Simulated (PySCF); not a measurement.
Here is a computed PBE0-D3(BJ)/def2-SVP geometry (Å):
```
atom  x, y, z in Å
C1    -1.1468    0.3996    0.5268
C2    -0.2738   -0.4027   -0.4320
Ga3    1.6763   -0.1372   -0.2659
H4    -2.2221    0.2145    0.3658
H5    -0.9315    0.1519    1.5785
H6    -0.9830    1.4837    0.4198
H7    -0.5338   -0.1832   -1.4842
H8    -0.4592   -1.4874   -0.3265
H9     2.6676   -0.9676   -1.1683
H10    2.2566    0.9075    0.7646
```

Neutral, closed shell.

(1) Read off the bonds between heavy atoms and their formal orders.

(2) Which species is it?

(3) Describe the place of each heavy atom.

(4) What is the arrangement about C2?

(5) What is the arrangement about Ga3?

## Answers

(1) C1–C2 1.52 Å (single); C2–Ga3 1.98 Å (single). Bonds to hydrogen (Å): C1–H4 1.10; C1–H5 1.10; C1–H6 1.10; C2–H7 1.11; C2–H8 1.11; Ga3–H9 1.58; Ga3–H10 1.58.

(2) `C[CH2][GaH2]`, C2H7Ga.

(3) C1: methyl carbon; C2: chain CH2 carbon; Ga3: gallium bonded to C and 2 H.

(4) It has 4 neighbours (C1, Ga3, H7, H8) and is distorted tetrahedral (angles from 104.2° to 116.2°).

(5) It has 3 neighbours (C2, H9, H10) and is planar (angles 120.5°, 120.1° and 119.4°, sum 360.0°, 0.00 Å off the plane of its three neighbours).
